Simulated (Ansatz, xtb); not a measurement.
## Relaxing a trial structure of CH9B4N3

The starting geometry of this gas-phase singlet was built from a drawn formula by distance geometry and a force field; its bonds are those of `BN1BCNBNB1`.

```yaml
atoms:
  - { symbol: C, position_ang: [0.4093, 0.9827, -0.0788] }
  - { symbol: B, position_ang: [1.4680, -2.0750, -1.2228] }
  - { symbol: B, position_ang: [-0.0923, -0.2155, -1.0602] }
  - { symbol: B, position_ang: [-0.4836, 0.1468, 2.0812] }
  - { symbol: B, position_ang: [0.0452, -1.9593, 0.8310] }
  - { symbol: N, position_ang: [0.1013, -1.6967, -0.6652] }
  - { symbol: N, position_ang: [-0.5096, 1.2522, 1.0840] }
  - { symbol: N, position_ang: [-1.0016, -1.2896, 1.7725] }
  - { symbol: H, position_ang: [2.4267, -1.4638, -0.9533] }
  - { symbol: H, position_ang: [1.6498, -3.2283, -1.4622] }
  - { symbol: H, position_ang: [-0.4463, 0.0475, -2.1215] }
  - { symbol: H, position_ang: [0.4215, 1.9078, -0.7353] }
  - { symbol: H, position_ang: [1.4479, 0.7813, 0.2684] }
  - { symbol: H, position_ang: [-1.5532, 1.3389, 0.6726] }
  - { symbol: H, position_ang: [-0.2035, 0.4164, 3.2350] }
  - { symbol: H, position_ang: [-1.8379, -1.1699, 1.1969] }
  - { symbol: H, position_ang: [0.5209, -2.9990, 1.2652] }
```

Task: Predict what becomes of its bonds when it is optimised with r2SCAN-D4/def2-SVP.

Result: It keeps its bonds, and is `BN1BCNBNB1`.

The energy falls by 5.12 eV over 55 steps:

```csv
step,E − E(last) (eV)
1,5.125
7,2.443
13,2.104
19,2.090
25,1.950
31,1.019
37,0.428
43,0.153
49,0.004
55,0.000
```

Final geometry (Å):

```xyz
17

C     0.6469    1.1243    0.2344
B     1.0187   -2.3826   -1.4418
B     0.6546   -0.0079   -0.8696
B    -1.2537    0.0827    1.5687
B     0.3379   -1.8662    0.8936
N     0.6619   -1.3952   -0.4622
N    -0.7274    1.1034    0.7645
N    -0.5044   -1.1414    1.7741
H     1.1222   -2.0586   -2.6002
H     1.2188   -3.5220   -1.0953
H     0.6232    0.2533   -2.0497
H     0.8691    2.1240   -0.1653
H     1.3624    0.9270    1.0551
H    -1.2852    1.9264    0.5678
H    -2.3260    0.2417    2.1057
H    -0.7821   -1.6741    2.5939
H     0.7256   -2.9585    1.2338
```

From the same start GFN2-xTB ends elsewhere, differing in B3–N7 (1.65 against 2.41 Å here).

The end wasn't checked by frequencies. Run with Ansatz 0.2.0, 2.7 min on 4 threads of Arm Neoverse V1, with other jobs on the host.
